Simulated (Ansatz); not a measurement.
Program: Ansatz 0.2.0.

A structure relaxed at PBE0-D4/def2-TZVP, charge 0, multiplicity 1:

| atom | x (Å) | y (Å) | z (Å) |
| --- | --- | --- | --- |
| F1 | -0.741 | -0.703 | 1.610 |
| C2 | 0.348 | 0.124 | 1.639 |
| C3 | 0.800 | 0.585 | 0.303 |
| C4 | 0.331 | 0.332 | -0.911 |
| C5 | -0.838 | -0.528 | -1.290 |
| F6 | -1.997 | -0.095 | -0.782 |
| F7 | -0.689 | -1.807 | -0.928 |
| F8 | -0.973 | -0.518 | -2.628 |
| H9 | 0.102 | 0.997 | 2.256 |
| H10 | 1.172 | -0.408 | 2.132 |
| H11 | 1.666 | 1.241 | 0.365 |
| H12 | 0.821 | 0.781 | -1.767 |

Give its formula and SMILES.

C4H4F4, `FC/C=C\C(F)(F)F`.

Point group (tolerance 0.08 Å, 0.16 Å for H)?

Cs.

Summarise the bond lengths by kind.

4 × C–F 1.337 to 1.368 Å; 3 × C–C 1.325 to 1.500 Å; 4 × C–H 1.083 to 1.098 Å.
